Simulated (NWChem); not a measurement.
System: CH$_{5}$AlO$_{2}$; SMILES C[O][AlH][OH]

Input file for NWChem:

```
start job
memory heap 200 mb stack 900 mb global 1100 mb
geometry units angstroms noautosym nocenter noautoz
  Al    -0.499628     0.666940    -0.034475
  H     -2.069196     0.653506    -0.143030
  O      0.279485     2.172649     0.023363
  H      1.226246     2.305742     0.089218
  O      0.436501    -0.743026     0.026867
  C      0.308789    -2.123078     0.011303
  H      0.745047    -2.567936     0.923859
  H     -0.743206    -2.461961    -0.050678
  H      0.846253    -2.557954    -0.850743
end
basis spherical
  * library def2-svpd
end
dft
  xc xcamb88 1.00 lyp 0.81 vwn_5 0.19 hfexch 1.00
  cam 0.33 cam_alpha 0.19 cam_beta 0.46
  iterations 150
end
property
  response 1 0.0
end
task dft property
```

The geometry was optimised at PBE0/def2-SVP.

Static field.

Q: Predict the main results of this run. (CAM-B3LYP/def2-SVPD.) Quantities: isotropic polarisability (bohr³); anisotropy (bohr³).

A: 
```json
{
 "isotropic polarisability (bohr³)": "46.4",
 "anisotropy (bohr³)": "11.9"
}
```
